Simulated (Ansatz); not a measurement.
`B[CH2][GaH2]` + `BN` → `B[NH][GaH2]` + `BC` at 700 K and 1 bar (ligand exchange at a Ga–C bond).

Computed with Ansatz on PBE0-D4/def2-TZVP structures; ΔE is electronic, products minus reactants. CCSD(T)/CBS adds triple-zeta CCSD(T) − MP2 to the extrapolated MP2 energy (def2 sets, frozen cores). This one scheme is used for every species. For Ga outer-core shells are correlated without core-valence functions, which leaves a few kJ/mol of doubt a bond. Scalar relativity is left out up to krypton.

```
       species  CCSD(T)/CBS energy (Eh)  H − E (kJ/mol)  S (J/(mol·K))
`B[CH2][GaH2]`              -1990.36717           223.6          423.1
          `BN`                -81.93499           163.7          282.2
 `B[NH][GaH2]`              -2006.47671           194.1          386.9
          `BC`                -65.83255           189.6          311.0
```

H − E and S are ideal-gas, rigid-rotor, harmonic terms from PBE0-D4/def2-TZVP, for one conformer and one mirror image of each species. 1 Eh = 2625.50 kJ/mol, R = 8.31446 J/(mol·K).

Task: By hand: ΔE, ΔH, ΔS and ΔG.

Result: ΔE = (-2006.47671) + (-65.83255) − (-1990.36717) − (-81.93499) = -0.00710 Eh = -18.6 kJ/mol. Δ(H − E) = 194.1 + 189.6 − 223.6 − 163.7 = -3.6, so ΔH = -22.2 kJ/mol. ΔS = 386.9 + 311.0 − 423.1 − 282.2 = -7.4 J/(mol·K). ΔG = -22.2 − 700 × (-7.4)/1000 = -17.0 kJ/mol.

Task: By hand: the equilibrium constant, and the temperature at which ΔG would vanish if ΔH and ΔS stayed fixed.

Result: log₁₀ K = −ΔG/(RT ln 10) = 1.3. ΔG = 0 at ΔH/ΔS = 3000 K, far beyond where these terms or the molecules hold.

The number of gas molecules stays the same, so ΔS is small and ΔH decides. A doubt of 5 kJ/mol in ΔE shifts log₁₀ K by 0.4 here. Other conformers and mirror images would add mixing entropy, several J/(mol·K) or more a flexible species. Modes under 60 cm⁻¹, often nearly free rotors, make the harmonic entropy too high. These are equilibria of isolated gas molecules and say nothing of rates. Largest T1 diagnostic: 0.013 (customary marks: 0.02 for closed shells, 0.045 for open ones).
